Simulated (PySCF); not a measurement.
A structure optimised at B3LYP-D3(BJ)/def2-SVP, used in a PySCF frequency run:

```xyz
4

S      1.0381    -1.0381    -0.3134
S      1.0381     1.0381     0.3134
S     -1.0381     1.0381    -0.3134
S     -1.0381    -1.0381     0.3134
```
Charge 0, spin multiplicity 1.

Task: Write its SMILES, formula and point group.

Result: S1SSS1, S₄, D2d

Task: What are its rotational constants (standard atomic weights)?

Result: 3.3515, 3.3515, 1.8285 GHz
